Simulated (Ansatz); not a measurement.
```yaml
crystal:
  periodic: [false, false, false]
  atoms:
    - {symbol: C, position_ang: [4.963534, -0.109422, 0.016919]}
    - {symbol: C, position_ang: [3.543237, 0.250078, 0.425363]}
    - {symbol: C, position_ang: [2.554878, 0.058396, -0.701386]}
    - {symbol: C, position_ang: [1.116591, 0.510874, -0.320075]}
    - {symbol: C, position_ang: [0.135727, 0.212094, -1.420828]}
    - {symbol: C, position_ang: [-1.352677, 0.685885, -1.098024]}
    - {symbol: C, position_ang: [-1.945552, -0.107920, -0.039389]}
    - {symbol: C, position_ang: [-3.392708, 0.324452, 0.186025]}
    - {symbol: B, position_ang: [-4.090034, -0.667769, 1.289327]}
    - {symbol: O, position_ang: [-5.177936, -1.393524, 0.972974]}
    - {symbol: O, position_ang: [-3.619119, -0.558924, 2.597694]}
    - {symbol: H, position_ang: [5.354996, 0.438964, -0.882597]}
    - {symbol: H, position_ang: [5.662631, 0.045160, 0.887096]}
    - {symbol: H, position_ang: [5.029479, -1.201886, -0.257614]}
    - {symbol: H, position_ang: [3.288758, -0.303549, 1.316815]}
    - {symbol: H, position_ang: [3.606819, 1.287554, 0.726893]}
    - {symbol: H, position_ang: [2.871556, 0.643995, -1.608735]}
    - {symbol: H, position_ang: [2.503311, -1.038773, -1.039310]}
    - {symbol: H, position_ang: [1.131403, 1.533058, -0.011946]}
    - {symbol: H, position_ang: [0.812844, -0.118880, 0.592293]}
    - {symbol: H, position_ang: [0.453309, 0.807383, -2.345069]}
    - {symbol: H, position_ang: [0.128708, -0.749455, -1.750496]}
    - {symbol: H, position_ang: [-1.258729, 1.758398, -0.730191]}
    - {symbol: H, position_ang: [-1.888912, 0.667583, -1.964067]}
    - {symbol: H, position_ang: [-1.394476, -0.138847, 0.879112]}
    - {symbol: H, position_ang: [-1.958541, -1.221370, -0.420733]}
    - {symbol: H, position_ang: [-3.407733, 1.331673, 0.578413]}
    - {symbol: H, position_ang: [-4.007965, 0.211596, -0.726609]}
    - {symbol: H, position_ang: [-5.471115, -1.972644, 1.765403]}
    - {symbol: H, position_ang: [-4.008434, -1.166609, 3.221190]}
basis:
  gaussian: {orbitals: def2-SVPD, point_charges: [{charge: -1.00, position_ang: [10.374, -0.574, 0.181]}]}
magnetization: {spin_polarized: true, initial_magnetization: 2}
hamiltonian: {xc: {name: PBE}}
scf: {omitted_lower_state_checks: [starts]}
output: {forces: true}
```

```sh
$ ansatz run in.yaml --threads 4 --pin off --events-out ev --progress --plain --max-ram 6963MiB
```

Output, abridged:

```
Functional definition: PBE
3097 factors; their error is unknown
mean field evaluation 1: about -13307.8080 eV, gradient 8.5e1 eV
mean field evaluation 2: about -12421.0503 eV, gradient 2.6e2 eV
mean field evaluation 4: about -13339.5390 eV, gradient 3.2e1 eV
mean field evaluation 8: about -13345.8473 eV, gradient 1.3e1 eV
mean field evaluation 16: about -13346.9112 eV, gradient 3.7e0 eV
mean field evaluation 32: about -13346.8512 eV, gradient 4.7e-6 eV
mean field -13346.85121765 eV, -490.4877354281 hartree, gradient 4.7e-6 eV, S^2 2.001119; 0 other end points of the search recorded, 0 dependent functions left out
reference -13346.85130007 eV, -490.4877384568 hartree; 45, 43 occupied and 333, 335 virtual orbitals, 3097 factors
Total energy: -13346.85130007 eV, -490.4877384568 hartree
Atom 0 at     4.963534    -0.109422     0.016919 Å, force     0.863690    -1.117456    -0.526469 eV/Å
Atom 1 at     3.543237     0.250078     0.425363 Å, force     0.746797     0.222702    -0.463243 eV/Å
Atom 2 at     2.554878     0.058396    -0.701386 Å, force    -0.252914    -0.885348    -1.130979 eV/Å
Atom 3 at     1.116591     0.510874    -0.320075 Å, force    -0.359548    -2.604879     0.982542 eV/Å
Atom 4 at     0.135727     0.212094    -1.420828 Å, force     0.024720     4.360205    -0.088164 eV/Å
Atom 5 at    -1.352677     0.685885    -1.098024 Å, force     3.556458     2.793823     1.811559 eV/Å
Atom 6 at    -1.945552    -0.107920    -0.039389 Å, force    -1.666425    -4.108749     0.147123 eV/Å
Atom 7 at    -3.392708     0.324452     0.186025 Å, force     0.166565    -0.612977    -0.419730 eV/Å
Atom 8 at    -4.090034    -0.667769     1.289327 Å, force     0.170039    -0.325706     0.999309 eV/Å
Atom 9 at    -5.177936    -1.393524     0.972974 Å, force    -0.370841    -0.008199    -0.188147 eV/Å
Atom 10 at    -3.619119    -0.558924     2.597694 Å, force     1.615411     1.606311    -1.877949 eV/Å
Atom 11 at     5.354996     0.438964    -0.882597 Å, force    -0.171511    -0.028584     0.571048 eV/Å
Atom 12 at     5.662631     0.045160     0.887096 Å, force    -0.242697     0.096888    -0.500844 eV/Å
Atom 13 at     5.029479    -1.201886    -0.257614 Å, force     0.000428     0.534700     0.168117 eV/Å
Atom 14 at     3.288758    -0.303549     1.316815 Å, force    -0.509696    -0.582907     0.674043 eV/Å
Atom 15 at     3.606819     1.287554     0.726893 Å, force    -0.349109     0.979779     0.263712 eV/Å
Atom 16 at     2.871556     0.643995    -1.608735 Å, force    -0.026156    -0.251122     0.370183 eV/Å
Atom 17 at     2.503311    -1.038773    -1.039310 Å, force     0.144242     1.020249     0.382766 eV/Å
Atom 18 at     1.131403     1.533058    -0.011946 Å, force    -0.146409     1.357994     0.246222 eV/Å
Atom 19 at     0.812844    -0.118880     0.592293 Å, force     0.432864     0.675167    -0.665665 eV/Å
Atom 20 at     0.453309     0.807383    -2.345069 Å, force    -0.496758    -0.206027     0.577448 eV/Å
Atom 21 at     0.128708    -0.749455    -1.750496 Å, force     0.052619    -3.700774    -0.750889 eV/Å
Atom 22 at    -1.258729     1.758398    -0.730191 Å, force    -0.197700    -0.571479    -0.547959 eV/Å
Atom 23 at    -1.888912     0.667583    -1.964067 Å, force    -1.876006     0.015578    -3.041515 eV/Å
Atom 24 at    -1.394476    -0.138847     0.879112 Å, force     0.679370     0.213506     0.978068 eV/Å
Atom 25 at    -1.958541    -1.221370    -0.420733 Å, force    -0.026479     1.338825     0.693189 eV/Å
Atom 26 at    -3.407733     1.331673     0.578413 Å, force    -0.286543     0.967704     0.318734 eV/Å
Atom 27 at    -4.007965     0.211596    -0.726609 Å, force    -0.132662     0.164314    -0.020555 eV/Å
Atom 28 at    -5.471115    -1.972644     1.765403 Å, force     0.071815    -0.154365    -0.200010 eV/Å
Atom 29 at    -4.008434    -1.166609     3.221190 Å, force    -1.330166    -1.203067     1.241341 eV/Å
Dipole moment:     2.744032     0.811549    -1.172367 e Å
Checks for a lower state left out: starts
```

Hardware: 4 threads of Arm Neoverse V1 on a shared host. Wall time 37 s, peak host memory 1 GiB.
